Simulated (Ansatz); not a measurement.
A series at Si: from `N[SiH2][SiH2]N`, ligands are replaced one by one, each step taking up H₂O and setting free H₂; n counts the steps. Ansatz, PBE0-D4/def2-TZVP geometries. Each molecule was computed in one conformer, which needn't be the lowest.

CBS adds triple-zeta CCSD(T) − MP2 to the MP2 limit, frozen cores; atoms without spin–orbit coupling. 

```csv
n,molecule,"atomization energy, CCSD(T)/CBS (kJ/mol)"
0,`N[SiH2][SiH2]N`,3858.7
1,`N[SiH2][SiH](N)O`,4459.1
2,`N[Si@H](O)[Si@H](N)O`,?
3,`N[SiH](O)[Si](N)(O)O`,5686.1
```

Q: By hand: fit a straight line y = ȳ + b (n − n̄) to the 3 given rows and predict n = 2.

A: n̄ = 1.333, ȳ = 4667.97; Σ(n − n̄)(y − ȳ) = 2845.53, Σ(n − n̄)² = 4.667, so b = 609.71 kJ/mol a step. Prediction: 4667.97 + (609.71) × (0.667) = 5074.6 kJ/mol.

Q: By hand: compare with the computed value, 5063.3 kJ/mol, and give the steps along the whole series.

A: The line misses by -11.3 kJ/mol (computed minus predicted). Steps: 600.4, 604.2, 622.8 kJ/mol.

The steps differ by up to 22.4 kJ/mol, small against a whole step but well beyond the method's doubt, so the ligands' effects don't simply add. The miss is 0.6 % of the series' range. The energies themselves are unsure by some kJ/mol a bond, though much of that is common to the series.
